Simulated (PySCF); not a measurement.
## [Cd(F)2] (charge 0, multiplicity 1)

All values below come from PySCF with TPSSh-D3(BJ)/def2-TZVP // BP86-D3(BJ)/def2-SVP.

| Item | Value |
|---|---|
| HOMO | -8.98 eV |
| dipole moment | 0.00 D |
| HOMO–LUMO gap | 6.15 eV |
| LUMO | -2.83 eV |
| charge on the central atom (Mulliken) | 1.07 e |
| total energy | -10000.01 eV |
| cost | around 30 core-seconds (rough) |

```xyz
3

Cd     0.0000     0.0000     0.0000
F     -1.7647     0.5530     0.5477
F      1.7647    -0.5530    -0.5477
```
Charge 0, spin multiplicity 1.
